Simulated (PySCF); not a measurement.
## Electronic structure of Ga (gallium, neutral) at the UHF level

Configuration: [Ar] 3d10 4s2 4d1, 2D determinant (an excited configuration). All numbers are calculated (PySCF 2.14, scalar relativity by spin-free X2C-1e, in x2c-QZVPPall with one added diffuse shell each of s, p, d, f type (12s8p6d5f1g, 110 functions)).

```json
{"Total energy": "-1942.060438 hartree", "One-electron energy": "-2705.0153 hartree", "Hartree (Coulomb) energy": "837.3740 hartree", "Exchange energy": "-74.4192 hartree", "⟨S²⟩": "0.7502", "⟨L²⟩": "6.001", "Sum of ⟨r⟩": "25.83 bohr", "Sum of ⟨r²⟩": "66.89 bohr²", "Traceless quadrupole moment −½Σ⟨3z² − r²⟩ along its main axis": "11.8 e·bohr²", "Langevin diamagnetic susceptibility": "-53.0 ×10⁻⁶ cm³/mol"}
```

```
shell  electrons  mean orbital energy (eV)  spread (eV)  rms radius, mean of both spins (bohr)
 1s β          1                  -10444.9            0                                 0.0560
 1s α          1                  -10444.9            0                                 0.0560
 2s α          1                   -1344.6            0                                  0.235
 2s β          1                   -1344.6            0                                  0.235
 2p α          3                   -1166.5            0                                  0.211
 2p β          3                   -1166.5        0.006                                  0.211
 3s α          1                   -182.57            0                                  0.698
 3s β          1                   -182.57            0                                  0.698
 3p α          3                   -126.60        0.007                                  0.738
 3p β          3                   -126.59        0.020                                  0.738
 3d α          5                   -35.242        0.046                                  0.895
 3d β          5                   -35.230        0.022                                  0.895
 4s α          1                   -14.377            0                                   2.50
 4s β          1                   -14.329            0                                   2.50
 4d α          1                    -0.904            0                                   6.46
```

The outer electron is Rydberg-like, and this basis confines it to a smaller radius and binds it less than a complete one would.

Densities and radii are taken from the X2C orbitals without a picture-change correction, which distorts them close to the nucleus.

Spin-orbit constants ζ (cm⁻¹) from the X2C one-electron operator on these orbitals: bare nucleus, nucleus screened by l(l+1)(2l+1)/3 electrons, and screened by the Breit-Pauli mean field of the electrons.

```csv
shell,bare,screened nucleus,mean field
2p,154600,144600,n/a
3p,19910,18630,n/a
3d,2096,1420,n/a
4d,7.532,5.102,n/a
```

To first order the Landé constant is A = 5.102 cm⁻¹, so the lowest level has J = 3/2 and lies 0.000949 eV below the centre of the term.
